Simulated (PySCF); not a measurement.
PbBr, SMILES [Br][Pb] (connectivity only; charge and spin as stated), neutral, multiplicity 2. Geometry: PBE0-D3(BJ)/def2-TZVP. The multiplicity is an assumed one; other spin states were not compared. The def2 effective core potentials stand for the cores of Pb; spin–orbit coupling is left out.

Calculation: PySCF with PBE0-D3(BJ)/def2-TZVP.

Harmonic wavenumbers (cm⁻¹): 211. Rotational constants (GHz): 1.289 (linear); symmetry number 1.

Problem. Work out the zero-point energy and the ideal-gas rigid-rotor harmonic-oscillator thermochemistry at 298.15 K and 1 atm.

Solution. ZPE = ½ Σ hcν = ½ × 211 cm⁻¹ = 0.30 kcal/mol. H − E(el) = 2.72 kcal/mol. Entropy in cal/(mol K): translation 42.86, rotation 18.84, vibration 2.03, spin 1.38, total 65.11. G − E(el) = -16.70 kcal/mol. Cp = 8.78 cal/(mol K).
